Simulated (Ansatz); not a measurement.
BClFH3Si (`FB[SiH2]Cl`), relaxed with RKS PBE0-D4/def2-TZVP in the Gaussian-basis code of Ansatz from a PBE-D4/def2-SVP geometry. The force threshold is 0.005 eV/Å; the program also tests the step.

Total charge 0; spin multiplicity 1.

Start:

```xyz
7

F     0.737    1.025   -1.788
B     0.908    0.650   -0.527
Si   -0.516   -0.427    0.459
Cl   -2.170   -0.800   -0.763
H     1.957    0.980    0.013
H     0.057   -1.744    0.919
H    -0.973    0.317    1.687
```

**Question.** How much energy does the relaxation release, and in how many steps? (Estimate.)

**Answer.** The calculation gave: 2.48 kJ/mol, in 6 steps.

**Question.** Which bonds change most? (An estimate is asked.)

**Answer.** Computed: Si3–Cl4 from 2.090 to 2.059 Å; B2–H5 from 1.225 to 1.203 Å; Si3–H6 from 1.507 to 1.487 Å; Si3–H7 from 1.507 to 1.487 Å.

**Question.** Give the relaxed structure. (Estimate.)

**Answer.** The calculation gave: 
```xyz
7

F     0.736    1.019   -1.771
B     0.910    0.648   -0.520
Si   -0.513   -0.427    0.458
Cl   -2.147   -0.798   -0.738
H     1.942    0.974    0.006
H     0.047   -1.730    0.902
H    -0.974    0.313    1.663
```
